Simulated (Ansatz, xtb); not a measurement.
Species: C2H2Cl4, charge 0, multiplicity 1. 
Coordinates optimised at B3LYP-D3(BJ)/def2-TZVP (Ansatz, an electronic-structure program):
```
C
H 1 1.0846
C 1 1.5294 2 110.81
H 3 1.0846 1 110.81 2 180.00
Cl 3 1.7847 4 107.79 1 120.88
Cl 1 1.7847 2 107.79 3 -120.88
Cl 3 1.7847 4 107.79 1 -120.88
Cl 1 1.7847 2 107.79 3 120.88
```

Harmonic wavenumbers from GFN2-xTB (xtb, at its own minimum), cm⁻¹: 52, 127, 191, 258, 268, 295, 342, 668, 682, 726, 737, 1025, 1125, 1134, 1138, 1230, 2939, 2950.

Q: Give the harmonic wavenumbers at B3LYP-D3(BJ)/def2-TZVP (Ansatz, finite differences of forces, unscaled).

A: 55, 167, 225, 291, 293, 321, 362, 708, 733, 760, 786, 1043, 1209, 1220, 1228, 1336, 3143, 3157 cm⁻¹. Zero-point energy 24.4 kcal/mol.

Q: From these and the geometry, give the ideal-gas thermochemistry at 298.15 K and 1 atm (rigid rotor, harmonic oscillator).

A: Point group C2h, rotational symmetry number 2. Rotational constants 1.633, 1.308, 0.7428 GHz. S(trans) 41.26, S(rot) 28.32, S(vib) 15.60, S(elec, spin only) 0.00, S 85.2 cal/(mol K). H(298) - H(0) 4.90 kcal/mol; G - E(el) 3.9 kcal/mol. Tabulated S at 1 bar: 86.7 cal/(mol K) (CRC Handbook, as tabulated in the package chemicals); it can hold hindered rotation or other conformers, which this model lacks.
